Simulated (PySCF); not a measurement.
(Z)-2-chloro-3-fluorobut-2-ene (C4H6ClF), SMILES C/C(F)=C(\C)Cl.

Geometry: PBE-D3(BJ)/def2-SVP.

Level of theory: TDDFT-PBE/def2-SVPD (PySCF).

Vertical excitations. Gas-phase values at a fixed geometry. State labels are in the subgroup Cs.

Computed lowest excited states:
```csv
state,symmetry,energy (eV),λ (nm),f,main pairs
S1,A",5.36,231,0.000,HOMO→LUMO+1 96 %
S2,A",5.60,221,0.005,HOMO→LUMO+2 96 %
S3,A',6.25,199,0.365,HOMO→LUMO 89 %
S4,A",6.37,195,0.002,HOMO→LUMO+3 100 %
S5,A",6.57,189,0.000,HOMO−1→LUMO 100 %
S6,A",6.77,183,0.001,HOMO→LUMO+4 100 %
S7,A',7.11,174,0.016,"HOMO−1→LUMO+1 83 %, HOMO−1→LUMO+2 17 %"
S8,A',7.32,169,0.002,"HOMO−1→LUMO+2 80 %, HOMO−1→LUMO+1 16 %"
S9,A",7.37,168,0.009,HOMO→LUMO+5 99 %
S10,A',7.45,166,0.003,HOMO→LUMO+6 95 %
T1,A',4.03,308,0,HOMO→LUMO 98 %
T2,A",4.95,251,0,HOMO→LUMO+1 98 %
T3,A",5.50,225,0,HOMO→LUMO+2 99 %
T4,A",6.28,197,0,HOMO→LUMO+3 100 %
```
Triplets are in the Tamm–Dancoff approximation, which puts them higher than full response would, so one can lie above its singlet here.
